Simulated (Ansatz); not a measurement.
Species: SiNH₂F₃, charge 0, singlet. SiNH2F3 (SMILES N[Si](F)(F)F).
B3LYP-D3(BJ)/def2-TZVP minimum from Ansatz (a program for electronic structure):
```xyz
7

N      1.6372    -0.3018    -0.0915
Si    -0.0080     0.0012     0.0017
F     -0.7847    -0.9876    -0.9551
F     -0.2959     1.4991    -0.4104
F     -0.6624    -0.1835     1.4325
H      2.0113    -1.2324    -0.1698
H      2.3276     0.3766     0.1825
```

Total energies in cc-pV(D+d)Z, 32 correlated electrons, 9 frozen orbitals. Radicals and triplets start from unrestricted determinants; spin-orbit coupling is neglected. Cores are frozen in correlated methods. No relativity.

```json
[
 {"method": "HF", "program": "Ansatz", "energy (Eh)": "-643.11725", "minus CCSDT(Q) (mEh)": "852.47"},
 {"method": "MP2", "program": "Ansatz", "energy (Eh)": "-643.93678", "minus CCSDT(Q) (mEh)": "32.94"},
 {"method": "CCSD", "program": "Ansatz", "energy (Eh)": "-643.95298", "minus CCSDT(Q) (mEh)": "16.75"},
 {"method": "CCSD(T)", "program": "Ansatz", "energy (Eh)": "-643.96722", "minus CCSDT(Q) (mEh)": "2.50"},
 {"method": "CCSDT(Q)", "program": "Ansatz", "energy (Eh)": "-643.96973", "minus CCSDT(Q) (mEh)": "0.00"}
]
```

Rough core times of Ansatz's runs on a shared machine: CCSD(T) under 20 s, CCSDT(Q) 30 min.
